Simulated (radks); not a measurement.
Neutral krypton, 36 electrons, occupied as [Ar] 3d10 4s2 4p4 5p2 (not the ground configuration). Calculated with a radial shooting solver on a logarithmic mesh with Libxc functionals: scalar-relativistic Kohn-Sham, PBE, spin-polarised, spherical densities, finite nucleus; open shells are filled with parallel spins first; Fermi nuclear charge, rms radius 4.1884 fm.

Normalised radial functions P(r) = r R(r), r in bohr:

```
   r/bohr * 4s down, o 4p down, + 4d up (the largest magnitude, 0.831, reaches the edge; | marks zero, & curves that meet)
 0.001895                             &*
 0.002966                             & *
 0.004643                             &  *
 0.007326                             &   *
  0.01147                             +o   *
  0.01795                             +o    *
  0.02831                             +  o *
  0.04432                             + *  o
  0.06992                         *   |+     o
   0.1094                    *        | +     o
   0.1713                       *     |  o+
   0.2703                     o       |     + *
    0.423                o            |      +       *
   0.6674                           * o +
    1.045   *                  +      |                   o
    1.635  *          +               |                          o
     2.58           +       *         |              o
    4.037               +            *|   o
    6.319                      +      &
     9.97                           + &
    15.61                             &
```

4s down: eigenvalue -34.034 eV, 3 radial nodes at r = 0.0531, 0.216, 0.642 bohr, <r> = 1.51 bohr, 90 % of the charge inside 2.22 bohr. 4p down: eigenvalue -19.037 eV, 2 radial nodes at r = 0.194, 0.668 bohr, <r> = 1.77 bohr, 90 % of the charge inside 2.66 bohr. 4d up (empty): eigenvalue -3.045 eV, 1 radial node at r = 0.738 bohr, <r> = 3.37 bohr, 90 % of the charge inside 5.61 bohr.
